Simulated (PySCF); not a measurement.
Predicted microwave data (CAM-B3LYP/def2-SVPD in PySCF (dipole) on a GFN2-xTB geometry, gas phase) for one isomer of C2H11FN2Si2:

| Property | Result |
| --- | --- |
| Rotational constants | A = 2879, B = 894.9, C = 850.8 MHz |
| Dipole components | \|μa\| = 0.59 D, \|μb\| = 1.64 D, \|μc\| = 0.76 D |
| Inertial defect | -146.28 u·Å² |
| κ | -0.96 |

Question: Which candidate fits, each taken in the one conformer that was computed?
A. `[NH2:1][CH2:2][CH2:3][NH:4][SiH2:5][SiH2:6][F:7]` with H–N1–C2–C3 62° and -55°, N1–C2–C3–N4 59°, C2–C3–N4–Si5 -139°, C3–N4–Si5–Si6 169°, N4–Si5–Si6–F7 171°
B. `[NH2:1][Si@H:2]([F:3])[NH:4][CH2:5][CH2:6][SiH3:7]` with H–N1–Si2–F3 -42° and -179°, N1–Si2–N4–C5 179°, Si2–N4–C5–C6 -75°, N4–C5–C6–Si7 -58°

Answer: B. It is N[Si@H](F)NCC[SiH3], a near-prolate asymmetric top, point group C1. The candidates at the same level (rigid rotor, commonest isotopes):

```tsv
SMILES	A (MHz)	B (MHz)	C (MHz)	μa (D)	μb (D)	μc (D)	Δ (u·Å²)	point group	rotor
N[Si@H](F)NCC[SiH3]	2879	894.9	850.8	0.59	1.64	0.76	-146.28	C1	near-prolate asymmetric top
NCCN[SiH2][SiH2]F	4177	639.4	597.4	1.50	0.94	0.98	-65.56	C1	near-prolate asymmetric top
```

`NCCN[SiH2][SiH2]F` has A 45 % too high. No structure here is proved a minimum.
